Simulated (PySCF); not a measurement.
Run record: excited-state job, `C[CH2][GeH2][CH2][SiH3]`.

Computed with TDDFT CAM-B3LYP/def2-SVPD, vertical, gas phase, core orbitals frozen in the response (PySCF 2.14.0, density-fitted response routines). Geometry: GFN2-xTB. The command runs a driver script over a list of jobs; the input below is this job's line of settings and its coordinates in Å.

Command:
```bash
OMP_NUM_THREADS=1 python probes_run.py task.json out
```

Input:
```
{"job": {"kind": "uv", "xc": "CAM-B3LYP", "basis": "def2-SVPD", "nstates": 8, "ntriplets": 3}, "charge": 0, "multiplicity": 1}
C     -2.036531     0.575784     0.725340
C     -1.422121     0.643683    -0.666029
Ge    -0.224814    -0.890094    -1.040742
C      1.219407    -1.075378     0.293359
Si     2.328626     0.457978     0.428003
H     -2.619769    -0.336829     0.840024
H     -1.259618     0.579547     1.488353
H     -2.694386     1.424717     0.906947
H     -0.853451     1.569028    -0.773867
H     -2.214633     0.671096    -1.415736
H     -1.033309    -2.171233    -1.073832
H      0.359660    -0.753931    -2.426982
H      1.823749    -1.942326     0.029168
H      0.771898    -1.293465     1.263023
H      3.381057     0.191805     1.413654
H      2.929140     0.752184    -0.874965
H      1.538096     1.609464     0.874373
```

Q: Give the output.

A: 
```
coarse grid: 59032 points
cycle   1  E = -2487.6012907730  dE = -5.456e-01  |g| = 4.929e-01  |ddm| = 4.849e+00
cycle   2  E = -2487.6073903210  dE = -6.100e-03  |g| = 4.854e-01  |ddm| = 9.560e-01
cycle   3  E = -2487.6431638118  dE = -3.577e-02  |g| = 2.481e-02  |ddm| = 5.087e-01
cycle   4  E = -2487.6433251815  dE = -1.614e-04  |g| = 8.749e-03  |ddm| = 8.286e-02
cycle   5  E = -2487.6433468042  dE = -2.162e-05  |g| = 2.537e-03  |ddm| = 1.785e-02
cycle   6  E = -2487.6433484302  dE = -1.626e-06  |g| = 5.427e-04  |ddm| = 4.210e-03
final grid: 123056 points
cycle   7  E = -2487.6433732311  dE = -9.829e-08  |g| = 5.421e-04  |ddm| = 6.066e-03
cycle   8  E = -2487.6433732237  dE =  7.335e-09  |g| = 5.752e-04  |ddm| = 1.400e-03
cycle   9  E = -2487.6433733082  dE = -8.445e-08  |g| = 2.773e-05  |ddm| = 6.212e-04
cycle  10  E = -2487.6433733084  dE = -2.569e-10  |g| = 9.070e-06  |ddm| = 7.131e-05
converged SCF energy = -2487.6433733084

Static polarisability (au): isotropic 94.597, principal 84.874 93.727 105.189

Singlet excitations
state   eV       nm        f      main configurations
  1   7.6139    162.8   0.02422   H->L 0.71, H-1->L 0.11
  2   7.7732    159.5   0.00737   H-1->L 0.60, H->L+1 0.17, H->L 0.08
  3   8.0157    154.7   0.01155   H->L+1 0.62, H-1->L+1 0.11
  4   8.2162    150.9   0.17265   H-1->L+1 0.54, H-1->L 0.08
  5   8.3398    148.7   0.02693   H->L+2 0.28, H->L+4 0.28, H->L+3 0.10
  6   8.4191    147.3   0.01479   H-2->L 0.51, H-1->L+2 0.12
  7   8.4747    146.3   0.10320   H->L+3 0.25, H-1->L+3 0.17, H-1->L+4 0.14
  8   8.4866    146.1   0.06325   H-1->L+2 0.43, H-1->L+3 0.18, H-2->L 0.14

Triplet excitations (Tamm-Dancoff, eV): 7.2954 7.4235 7.7228
```

The SCF starts on a coarse grid where the log names one; the energy can jump when the final grid takes over, and dE then counts from the start density on the new grid. H and L stand for HOMO and LUMO; the number after each pair is its weight.

Q: Give the mean polarisability as a volume in Å³, and the ratio of the largest to the smallest principal value.

A: 94.597 au × 0.148185 = 14.02 Å³; 105.189/84.874 = 1.24.

Main results: HOMO -9.46 eV, LUMO 1.02 eV; lowest singlet 7.61 eV; lowest triplet 7.30 eV (Tamm–Dancoff); mean polarisability 94.6 au.

 Relativistic effects, spin–orbit coupling among them, are left out although an element past zinc is present.

The run took about 2.2 min of CPU time (with the writing of density and orbital grids) (one thread, shared machine).

One conformer stands for the species.
Labels such as C1 count atoms from 1, the log's own numbers from 0.
